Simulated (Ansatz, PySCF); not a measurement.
Ways to break one bond of F[SiH2][SiH3]:

A. F[SiH2][SiH3] -> [SiH2][SiH3] + F atom
B. F[SiH2][SiH3] → F[SiH2][SiH2] + H atom
C. F[SiH2][SiH3] → F[SiH][SiH3] + H atom

Quantity: bond dissociation energy (enthalpy at 298 K, with B3LYP-D3(BJ) rigid-rotor harmonic-oscillator terms from PySCF), kcal/mol. Structures are relaxed separately at B3LYP-D3(BJ)/def2-TZVP in Ansatz (a program for electronic structure), one conformer each, not searched for the lowest. Cores are frozen in the correlated levels unless marked. UHF or UKS for open shells. Spin-orbit coupling is left out. No relativistic terms. Basis-set limits of correlation are two-point, X^-3; Hartree-Fock from the larger set. [CCSD(T)-MP2]/basis is that difference in the basis named.

|  | MP2/cc-pV(T+d)Z (Ansatz) | SCS-MP2/aug-cc-pV(D+d)Z (Ansatz) | CCSD(T)/6-31G (Ansatz) | RI-MP2/CBS(cc-pV(T+d)Z,cc-pV(Q+d)Z)+[CCSD(T)-MP2]/cc-pV(T+d)Z (Ansatz) |
|---|---|---|---|---|
| A | 149.5 | 141.1 | 103.4 | ? |
| B | 85.0 | 85.0 | 72.4 | ? |
| C | 87.8 | 87.0 | 74.2 | ? |

**Question.** Fill in the missing entries.

**Answer.** 
- A, RI-MP2/CBS(cc-pV(T+d)Z,cc-pV(Q+d)Z)+[CCSD(T)-MP2]/cc-pV(T+d)Z (Ansatz): 147.6
- B, RI-MP2/CBS(cc-pV(T+d)Z,cc-pV(Q+d)Z)+[CCSD(T)-MP2]/cc-pV(T+d)Z (Ansatz): 89.3
- C, RI-MP2/CBS(cc-pV(T+d)Z,cc-pV(Q+d)Z)+[CCSD(T)-MP2]/cc-pV(T+d)Z (Ansatz): 91.9
